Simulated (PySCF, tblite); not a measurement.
Species: C₄H₁₁NO₃Si₂.
Numbering: `[CH2:1]=[C:2]([O:3][C:4](=[O:5])[O:6][CH3:7])[N:8]([SiH3:9])[SiH3:10]` (hydrogens: H11, H12 on C1; H13, H14, H15 on C7; H16, H17, H18 on Si9; H19, H20, H21 on Si10)

Geometry (GFN2-xTB, Å), atoms numbered from 1 in this order:
```
atom  x, y, z in Å
C1    -0.3534    0.9733    1.8592
C2    -0.4817    0.1026    0.8658
O3     0.6516   -0.5098    0.3040
C4     1.6168    0.2576   -0.2085
O5     1.6313    1.4508   -0.2687
O6     2.5794   -0.5491   -0.6603
C7     3.6925    0.1023   -1.2592
N8    -1.6202   -0.3767    0.2833
Si9   -3.1746    0.1498    0.8817
Si10  -1.3102   -1.4995   -1.0337
H11   -1.2066    1.4362    2.3119
H12    0.6183    1.2581    2.2150
H13    3.3885    0.6077   -2.1777
H14    4.1173    0.8386   -0.5746
H15    4.4131   -0.6817   -1.4759
H16   -4.1618   -0.5645    0.0825
H17   -3.2726   -0.2163    2.2967
H18   -3.2881    1.5980    0.6978
H19   -0.5689   -0.8189   -2.0961
H20   -0.6314   -2.6881   -0.5282
H21   -2.6481   -1.8327   -1.5155
```

Jobs on this species (21 atoms, 94 electrons) with PySCF (density fitting) and tblite. Hardware of each: one thread, Arm Neoverse V2 (aarch64), no GPU, on a shared host. The host was shared with other jobs, so the times are rough.

```
level and settings                                     work  basis functions  SCF cycles  wall time
     PBE0/pcSseg-1  shieldings, charges and field gradients              239           ?          ?
          GFN2-xTB            Hessian by finite differences                –           –     0.95 s
          GFN2-xTB                        L-BFGS relaxation                –           –      1.4 s
```

Q: Fill in the missing figures.

A: 
- PBE0/pcSseg-1; shieldings, charges and field gradients: 54 s, 14 SCF cycles

Q: What do all jobs in the table cost together?

A: About 56 s; the longest takes about 96 % of that, and about 57 times as long as the shortest.
